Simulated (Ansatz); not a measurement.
Reaction (ligand exchange at the Si–O bond): `N=C([SiH3])O[SiH3]` + `NC(O)(O)F` → `NC(O)(F)O[SiH3]` + `N=C(O)[SiH3]`

Isolated molecules relaxed with PBE0-D4/def2-TZVP in Ansatz; ΔE leaves out vibrations. CCSD(T)/CBS adds triple-zeta CCSD(T) − MP2 to the extrapolated MP2 energy (def2 sets, frozen cores). Each species was taken in one conformer, which may not be the lowest.

| species | SCS-MP2/def2-TZVPP energy (Eh) |
| --- | --- |
| `N=C([SiH3])O[SiH3]` | -750.08832 |
| `NC(O)(O)F` | -345.06307 |
| `NC(O)(F)O[SiH3]` | -635.33403 |
| `N=C(O)[SiH3]` | -459.81661 |

Task: Work out ΔE.

Result: ΔE = (-635.33403) + (-459.81661) − (-750.08832) − (-345.06307) = 0.00075 Eh = +2.0 kJ/mol. CCSD(T)/CBS gives +1.4 kJ/mol.

Largest T1 diagnostic among the species: 0.014.

In def2-TZVPP, CCSD(T) changes the Hartree–Fock value by +4.1 kJ/mol (the triples alone add +0.8 kJ/mol) and MP2 by +4.5 kJ/mol.
